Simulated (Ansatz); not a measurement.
Isolated molecules relaxed with PBE0-D4/def2-TZVP in Ansatz; ΔE leaves out vibrations. CBS: MP2 limit from def2 TZ/QZ plus the TZ coupled-cluster correction, frozen cores. This one scheme is used for every species. Functionals use def2-TZVPP. One conformer a species, not always the lowest.

`BS[SiH](C)Cl` + `[NH2][AlH2]` → `C[SiH](Cl)[NH][AlH2]` + `BS`  (ligand exchange at the Si–S bond)

CCSD(T)/CBS gives -15.2 kJ/mol.

Task: Another level gave -14.9 kJ/mol. Which?
A. MP2/def2-TZVPP
B. HF/def2-TZVPP
C. PBE/def2-TZVPP
D. CCSD/def2-TZVPP

Result: A. MP2/def2-TZVPP -14.9, CCSD/def2-TZVPP -21.6, PBE -8.2, HF/def2-TZVPP -28.5 kJ/mol.

Largest T1 diagnostic among the species: 0.015.

In def2-TZVPP, CCSD(T) changes the Hartree–Fock value by +9.1 kJ/mol (the triples alone add +2.2 kJ/mol) and MP2 by +13.6 kJ/mol. From PBE to PBE0 (25 % exact exchange), in def2-TZVPP and without D4, ΔE moves by −3.1 kJ/mol.
